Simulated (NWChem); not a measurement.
C2H6AlCl; SMILES [CH3][Al]([CH3])[Cl]

Results from NWChem. Pople sets run with spherical d functions. Geometry: optimised at B3LYP/6-31G* (spherical d). Total energies compare along this basis series because the functional is fixed.

| level | basis functions | energy (Ha) | highest occupied level (eV) | orbital gap (eV) | dipole (D) |
|---|---|---|---|---|---|
| PBE0/STO-3G | 34 | -773.3641 | -5.60 | 9.27 | 3.12 |
| PBE0/3-21G | 56 | -778.1941 | -7.93 | 7.06 | 3.16 |
| PBE0/6-31G* | 76 | -782.1333 | -7.81 | 7.12 | 2.54 |
| PBE0/6-31+G* | 92 | -782.1382 | -7.95 | 7.11 | 2.50 |
| PBE0/6-311G** | 124 | -782.2094 | -7.99 | 7.15 | 2.55 |
| PBE0/6-311++G** | 146 | -782.2114 | -8.00 | 7.14 | 2.43 |
